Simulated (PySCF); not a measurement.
Cost of one run: core-ionisation job, `[CH3][GeH2][NH2]`.

Method: delta-SCF UKS SCAN, pcX-2 on the ionised atom, pcseg-1 elsewhere, non-relativistic (PySCF 2.14.0). Geometry: PBE0-D3(BJ)/def2-SVP. Work: ΔSCF core ionisation, 2 holes, density fitting. A driver script takes a list of jobs; this job's settings line and coordinates (Å) are shown.

Command:
```bash
OMP_NUM_THREADS=1 python probes_run.py task.json out
```

Input:
```
{"job": {"kind": "xps", "x2c": false}, "charge": 0, "multiplicity": 1}
C     -1.313176    -0.179095     0.395468
Ge     0.383669     0.666046    -0.045257
N      1.712311    -0.579551     0.237585
H     -2.139462     0.542504     0.318516
H     -1.277569    -0.574028     1.420710
H     -1.518572    -1.012067    -0.293296
H      0.697409     1.840941     0.902852
H      0.326739     1.214821    -1.497530
H      1.655352    -1.391774    -0.372222
H      2.653446    -0.201281     0.161016
```

Hardware: one thread, Arm Neoverse V2 (aarch64), no GPU, shared host with 192 logical CPUs at a one-minute load of 69. PySCF's memory limit was set to 1760 MB.

The basis has 121 functions.

Question: Which is nearest to the wall time?
A. 60 s
B. 7.5 min
C. 7.5 s

Answer: C. The run took 7.5 s. The run took 32 SCF cycles in all, 3.8 s a hole on average.

Question: How much memory does it need at the peak?

Answer: About 0.46 GiB. Peak memory is the resident size of the whole Python process, interpreter and libraries included.

Question: At this speed, how long would 1000 such jobs take on 16 cores, one job a core?

Answer: 1000/16 gives 63 rounds of 7.5 s, about 7.9 min of wall time and 2.1 core-hours, if the jobs don't slow each other.

The host was shared with other jobs, so the times are rough.
